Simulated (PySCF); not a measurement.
Species: C₄BrF₃O.
Geometry (GFN2-xTB, Å), atoms numbered from 1 in this order:
```
atom  x, y, z in Å
O1     1.841   -1.905    0.698
C2     1.311   -0.922    0.327
C3     1.350    0.429   -0.200
Br4    2.157    1.954   -0.813
C5     0.139   -0.131    0.045
C6    -1.330    0.090   -0.007
F7    -1.888   -0.017    1.204
F8    -1.632    1.308   -0.475
F9    -1.934   -0.799   -0.804
```

Vertical excitations from PySCF (density fitting, frozen core in the response, grid level 2 and gas phase unless stated; continuum runs use non-equilibrium linear response for the excitations) on a GFN2-xTB geometry. Reference run:

| settings | S1, eV (f) | S2, eV (f) | S3, eV (f) | S4, eV (f) | S5, eV (f) | S6, eV (f) | T1, eV (Tamm–Dancoff) | mean α (au) |
| --- | --- | --- | --- | --- | --- | --- | --- | --- |
| PBE0/def2-SVPD, full TDDFT, 6 singlets | 4.19 (0.000) | 5.53 (0.009) | 5.73 (0.000) | 5.88 (0.000) | 6.14 (0.228) | 6.39 (0.000) | 3.72 | 73.4 |

What do these settings give: B3LYP/def2-SVPD, energy threshold 1e-06 Eh, full TDDFT, 3 singlets?

```tsv
settings	S1, eV (f)	S2, eV (f)	S3, eV (f)	S4, eV (f)	S5, eV (f)	S6, eV (f)	T1, eV (Tamm–Dancoff)	mean α (au)
B3LYP/def2-SVPD, energy threshold 1e-06 Eh, full TDDFT, 3 singlets	4.07 (0.000)	5.34 (0.010)	5.61 (0.000)	–	–	–	–	74.4
```

S1 moves by -0.12 eV (B3LYP has 20 % exact exchange, PBE0 25 % exact exchange). States are counted by energy in each run and needn't keep their character from row to row.

Which orbital pairs make up S1 in each run, and how does it sit against the orbital gap?

```csv
settings,S1 configurations (weight),S1 (eV),orbital gap (eV),S1 − gap (eV)
"PBE0/def2-SVPD, full TDDFT, 6 singlets",H→L 0.99,4.19,5.73,-1.54
"B3LYP/def2-SVPD, energy threshold 1e-06 Eh, full TDDFT, 3 singlets",H→L 0.99,4.07,5.28,-1.21
```

 The PBE0/def2-SVPD calculation is non-relativistic and has no spin–orbit coupling, an omission that weighs most on bromine.
